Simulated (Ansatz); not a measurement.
Calculated with Ansatz (gas phase, PBE0-D4/def2-TZVP geometries, no zero-point term in ΔE). CBS: MP2 limit from def2 TZ/QZ plus the TZ coupled-cluster correction, frozen cores. This one scheme is used for every species. DFT in def2-TZVPP. B3LYP here is the variant with VWN-RPA as its local correlation; programs differ in this. One conformer a species, not always the lowest.

Reaction (formal exchange of groups at a C–F bond): `FCCCl` + BH₃ → `BCCCl` + H–F

`FCCCl`:

Z-matrix (Å, degrees):
```
C
C 1 1.509
F 1 1.381 2 108.5
H 1 1.093 2 110.9 3 -119.1
H 1 1.093 2 110.9 3 119.1
Cl 2 1.776 1 109.1 3 179.9
H 2 1.089 1 111.1 3 61.0
H 2 1.089 1 111.1 3 -61.2
```

BH₃:

Z-matrix (Å, degrees):
```
B
H 1 1.193
H 1 1.193 2 120.0
H 1 1.193 2 120.0 3 180.0
```

`BCCCl`:

Z-matrix (Å, degrees):
```
C
C 1 1.511
B 1 1.555 2 116.8
H 1 1.107 2 108.6 3 -116.2
H 1 1.095 2 110.8 3 130.0
Cl 2 1.790 1 110.4 3 -65.6
H 2 1.089 1 113.1 3 175.7
H 2 1.090 1 111.6 3 52.3
H 3 1.197 1 119.9 2 167.0
H 3 1.197 1 120.9 2 -17.2
```

H–F:

```xyz
2

F    -0.037   -0.259    0.378
H     0.037    0.259   -0.378
```

Q: Is it downhill or uphill in electronic energy at CCSD(T)/CBS, and by how much? (An estimate is asked.)

A: The calculation gave: Downhill: ΔE = -96.4 kJ/mol.

Q: What do these levels give: PBE-D4, r2SCAN-D4, B3LYP-D4, MP2/def2-TZVPP, CCSD/def2-TZVPP, CCSD/CBS(def2)? (An estimate is asked.)

A: Computed: PBE-D4 -93.7, r2SCAN-D4 -89.5, B3LYP-D4 -84.5, MP2/def2-TZVPP -101.2, CCSD/def2-TZVPP -88.6, CCSD/CBS(def2) -93.9 kJ/mol.

Largest T1 diagnostic among the species: 0.010.

In def2-TZVPP, CCSD(T) changes the Hartree–Fock value by −27.8 kJ/mol (the triples alone add −2.5 kJ/mol) and MP2 by −37.8 kJ/mol. The D4 term adds −6.4 kJ/mol with B3LYP and −3.5 kJ/mol with PBE0; it sums over pairs of atoms, weighted by their polarisabilities, and B3LYP, whose exchange is more repulsive, gets the larger term.
